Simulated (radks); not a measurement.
Question: Excited configurations of Cd XXXIV: one electron is placed in a higher orbital outside [Ne] 3s2 3p2. The ground configuration is [Ne] 3s2 3p3. All-electron calculation, scalar-relativistic Kohn-Sham, r2SCAN, spin-polarised, spherical densities, finite nucleus; open shells are filled with parallel spins first (spin-orbit coupling, left out, can overturn this in heavy ions); meta-GGA in the generalised Kohn-Sham scheme; Fermi nuclear charge, rms radius 4.6087 fm. Program: a radial shooting solver on a logarithmic mesh with Libxc functionals. Excitation = E - E(ground); binding = E(ion) - E, where the ion is the core of charge +34; n* = 34/sqrt(2 binding) in atomic units. These energies are relativistic, and a one-electron ion of charge +34 with no core already has n* below n in this formula (scalar-relativistic equation, point nucleus: 4s 3.975, 4f 3.997, 5s 4.973, 5p 4.984, 6s 5.973, 6p 5.983, 6f 5.995, 7d 6.991, 7f 6.994). The quantum defect is therefore taken as that value minus n*, so that it holds no relativistic shift of the bare ion.

outer orbital  excitation (eV)  binding (eV)     n*  quantum defect  eigenvalue (eV)  <r> (bohr)
4f                      1093.0        1008.6  3.949           0.048          -989.01      0.5063
5s                      1383.2        718.40  4.679           0.294          -710.11      0.9688
5p                      1409.2        692.38  4.766           0.218          -684.15      0.9754
6s                      1613.6        487.94  5.677           0.295          -482.35       1.425
6p                      1628.4        473.16  5.765           0.218          -467.60       1.440
6f                      1656.2        445.37  5.943           0.052          -439.00       1.381
7d                      1768.2        333.34  6.869           0.122          -329.19       1.994
7f                      1775.2        326.34  6.942           0.052          -322.05       1.950

Estimate the row for 4s.

Answer: excitation (eV) 939.24; binding (eV) 1162.3; n* 3.679; quantum defect 0.296; eigenvalue (eV) -1149.2; <r> (bohr) 0.6006. The Delta-SCF ionisation energy is 2101.6 eV (NIST Atomic Spectra Database: 2091 eV, semi-empirical). Self-interaction in the functional shifts the binding energies and quantum defects, so they are the method's values and not measured ones. Open shells are spherical and high-spin; term and fine-structure splittings are not resolved.
